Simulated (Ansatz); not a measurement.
Cl3Ga (SMILES [Cl][Ga]([Cl])[Cl]) moved off its minimum; all values from Ansatz (a first-principles code), cores frozen in correlated methods.
(charge 0, multiplicity 1)
```xyz
4

Ga     0.0318     0.0243     0.0358
Cl    -1.7990    -1.1562    -0.1796
Cl     0.0976     2.0010    -0.7481
Cl     1.7085    -0.8786     0.9650
```

Forces at B3LYP/def2-TZVPP (eV/Å):

| atom | Fx | Fy | Fz |
|---|---|---|---|
| Ga1 | -0.789 | -0.433 | -0.195 |
| Cl2 | 0.655 | 0.455 | 0.089 |
| Cl3 | 0.010 | -0.002 | 0.030 |
| Cl4 | 0.125 | -0.020 | 0.077 |

Question: Give the forces (eV/Å), the total energy and the dipole at CCSD(T)/def2-TZVPPD.

Answer: 
| atom | Fx | Fy | Fz |
|---|---|---|---|
| Ga1 | -0.853 | -0.465 | -0.209 |
| Cl2 | 0.688 | 0.477 | 0.094 |
| Cl3 | 0.011 | 0.023 | 0.021 |
| Cl4 | 0.155 | -0.035 | 0.094 |
Energy -3302.6803 hartree, dipole 0.44 D.
